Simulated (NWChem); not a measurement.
## Relativistic effects in hydrogen iodide (HI)

SMILES: I
```xyz
2

I      0.0000     0.0000     0.0302
H      0.0000     0.0000    -1.6026
```
Charge 0, spin multiplicity 1.

Program: NWChem. Structure: optimised with PBE/def2-SVP with def2 effective core potentials on I, a minimum by its harmonic frequencies.

Functional PBE0, all-electron basis x2c-SVPall-2c, contracted for the X2C Hamiltonian and used here with ZORA. The ion keeps the geometry and has multiplicity 2 in the scalar run; the spin-orbit run starts from the same electron counts.

Costs are rough ratios of processor time within this set of runs, SCF included, with scalar ZORA as 1.

No SCF solution was tested for a lower state.

```csv
Hamiltonian,ΔSCF ionisation energy (eV),HOMO (eV),LUMO (eV),gap (eV),relative cost
scalar ZORA,10.57,-7.75,-0.64,7.11,1
spin-orbit ZORA,10.22,-7.43,-0.62,6.80,under 3
```

From scalar ZORA to spin-orbit ZORA the ionisation energy falls by 0.35 eV.
